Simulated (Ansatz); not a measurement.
`[CH3][In]([NH2])[O][SiH3]` + H₂S → `[NH2][In]([SH])[O][SiH3]` + CH₄  (ligand exchange at the In–C bond)

Program: Ansatz. Geometries: PBE0-D4/def2-TZVP. ΔE: electronic, gas phase. CCSD(T)/CBS is the MP2 limit (def2-TZVPP, def2-QZVPP) plus CCSD(T) − MP2 in def2-TZVPP, frozen cores. This one scheme is used for every species. Functionals use def2-TZVPP. def2 core potentials past Kr. For In outer-core shells are correlated without core-valence functions, which leaves a few kJ/mol of doubt a bond. One conformer a species, not always the lowest.

CCSD(T)/CBS gives -1.05 eV.

(1) Another level gave -1.05 eV. Which?
A. LDA (SPW92)/def2-TZVPP
B. r2SCAN0-D4/def2-TZVPP
C. BLYP/def2-TZVPP
D. HF/def2-TZVPP

Largest T1 diagnostic among the species: 0.015.

Answers

(1) C. BLYP -1.05, r2SCAN0-D4 -1.11, LDA (SPW92) -0.99, HF/def2-TZVPP -1.17 eV.

Leaving LDA and LC-ωPBE aside and taking each functional with its dispersion term where it has one, the values, not all of them listed here, spread over 0.10 eV, from B97M-V to ωB97M-V. LDA lies +0.06 eV from PBE without D4. From BLYP to BHLYP (50 % exact exchange), in def2-TZVPP and without D4, ΔE moves by −0.05 eV. In def2-TZVPP, CCSD(T) changes the Hartree–Fock value by +0.15 eV (the triples alone add −0.00 eV) and MP2 by +0.13 eV.
